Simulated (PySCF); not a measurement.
**The Ir–Se bond energy of IrSe₃⁺**

Method: PBE0/[Ir def2-SVP with ECP60, Se def2-SVP], scalar-relativistic core potentials, density fitting, no spin–orbit coupling, PySCF.

Each entry is the lowest minimum that a search over a few typed start shapes (and spin states, where more than one is plausible) found, or that minimum re-optimised at the stated level; isomers with ligand–ligand bonds, or fragments after loss of a ligand pair, can lie lower.

Total energies (Eh), which compare only within these settings: Se atom -2400.91101.

```csv
species,2S+1,group,E (Eh),ZPE (kJ/mol)
IrSe₂⁺,3,C2v,-4905.98553,4.6
IrSe₃⁺,1,D3h,-7307.02764,8.1
```

What are De and D0 for IrSe₃⁺ → IrSe₂⁺ + Se?

De = [(-4905.98553) + (-2400.91101) − (-7307.02764)] × 2625.5 = 344 kJ/mol. The zero-point energy changes by -3.5 kJ/mol, so D0 = 341 kJ/mol.

Atoms and open shells are unrestricted, without spin–orbit or basis-set superposition corrections.

One determinant describes each species, so states of open d or f shells may be missed.

Spin–orbit coupling can matter for elements this heavy.
